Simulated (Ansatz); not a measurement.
Computed with Ansatz on PBE0-D4/def2-TZVP structures; ΔE is electronic, products minus reactants. CBS: MP2 limit from def2 TZ/QZ plus the TZ coupled-cluster correction, frozen cores. This one scheme is used for every species. Functionals use def2-TZVPP. B3LYP here is the variant with VWN-RPA as its local correlation; programs differ in this. One conformer a species, not always the lowest.

`[AlH2][O][AlH2]` + `C[SiH](N)Cl` → `C[SiH](Cl)[NH][AlH2]` + `[OH][AlH2]`  (ligand exchange at the Al–O bond)

CCSD(T)/CBS gives +55.3 kJ/mol.

Another level gave +58.0 kJ/mol. Which?
A. CCSD/def2-TZVPP
B. HF/def2-TZVPP
C. PBE0-D4/def2-TZVPP
D. B3LYP/def2-TZVPP

A. CCSD/def2-TZVPP 58.0, PBE0-D4 53.5, B3LYP 62.6, HF/def2-TZVPP 69.8 kJ/mol.

Largest T1 diagnostic among the species: 0.013.

The D4 term adds −4.5 kJ/mol with B3LYP and −2.6 kJ/mol with PBE0; it sums over pairs of atoms, weighted by their polarisabilities, and B3LYP, whose exchange is more repulsive, gets the larger term. In def2-TZVPP, CCSD(T) changes the Hartree–Fock value by −14.2 kJ/mol (the triples alone add −2.4 kJ/mol) and MP2 by −13.8 kJ/mol.
